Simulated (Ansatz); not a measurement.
C3H8OSi can be A, `CC(C)[Si]O`, or B, `CO/C=C/[SiH3]`.

Gas-phase electronic energies from Ansatz, PBE0-D4/def2-TZVP geometries. CCSD(T)/CBS is the MP2 limit (def2-TZVPP, def2-QZVPP) plus CCSD(T) − MP2 in def2-TZVPP, frozen cores. DFT in def2-TZVPP. One conformer a species, not always the lowest.

(1) Which is lower in electronic energy at CCSD(T)/CBS, and by how much? (Estimate.)

(2) Give E(B) − E(A) in kJ/mol with B2PLYP, MP2/def2-TZVPP, r2SCAN-D4, ωB97M-V, BLYP-D4, CCSD/def2-TZVPP, PBE0-D4. (An estimate is asked.)

(3) Does the order hold for the free energy at 298.15 K (harmonic terms from PBE0-D4)? (Estimate.)

Largest T1 diagnostic: 0.013.

Results:

(1) Computed: A, by 130.3 kJ/mol.

(2) Ansatz gave: B2PLYP 117.5, MP2/def2-TZVPP 131.4, r2SCAN-D4 109.8, ωB97M-V 133.6, BLYP-D4 114.8, CCSD/def2-TZVPP 128.2, PBE0-D4 122.5. None reverses the order clearly.

(3) Ansatz gave: Yes: G(B) − G(A) = +116.5 kJ/mol, for one conformer each. Modes under 60 cm⁻¹, often nearly free rotors, make the harmonic entropy too high.

From r2SCAN to r2SCAN0 (25 % exact exchange), in def2-TZVPP and without D4, E(B) − E(A) moves by +6.8 kJ/mol. In def2-TZVPP, CCSD(T) changes the Hartree–Fock value by +32.9 kJ/mol (the triples alone add −1.5 kJ/mol) and MP2 by +37.6 kJ/mol.
